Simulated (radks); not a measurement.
Values are calculated unless marked as measured or tabulated.
Q: All-electron atom: the palladium ion Pd17+ in [Ar] 3d10 4s1. Level of theory: scalar-relativistic Kohn-Sham, PBE, spin-polarised, spherical densities, finite nucleus; open shells are filled with parallel spins first (spin-orbit coupling, left out, can overturn this in heavy ions); Fermi nuclear charge, rms radius 4.5318 fm (a radial shooting solver on a logarithmic mesh with Libxc functionals). Some entries of the table are withheld. Estimate them.

orbital,occ.,eigenvalue (Ry),<1/r> (bohr^-1),<r^2> (bohr^2)
1s up,1,-1809.172,48.24,0.001371
1s down,1,-1809.143,48.24,0.001371
2s up,1,-291.6427,10.95,0.02251
2s down,1,-291.6225,10.95,0.02251
2p up,3,-264.9368,10.59,0.01771
2p down,3,-264.9160,10.59,0.01771
3s up,1,-77.63046,3.873,0.1607
3s down,1,-77.58327,3.875,0.1605
3p up,3,(1),3.698,0.1613
3p down,3,(2),3.700,0.1610
3d up,5,(3),3.485,0.1440
3d down,5,(4),3.488,0.1436
4s up,1,-32.90672,1.730,0.7432
4s down,0,-32.64108,1.735,0.7389

A: 
(1) 3p up eigenvalue (Ry): -68.81651
(2) 3p down eigenvalue (Ry): -68.76731
(3) 3d up eigenvalue (Ry): -54.93121
(4) 3d down eigenvalue (Ry): -54.88487
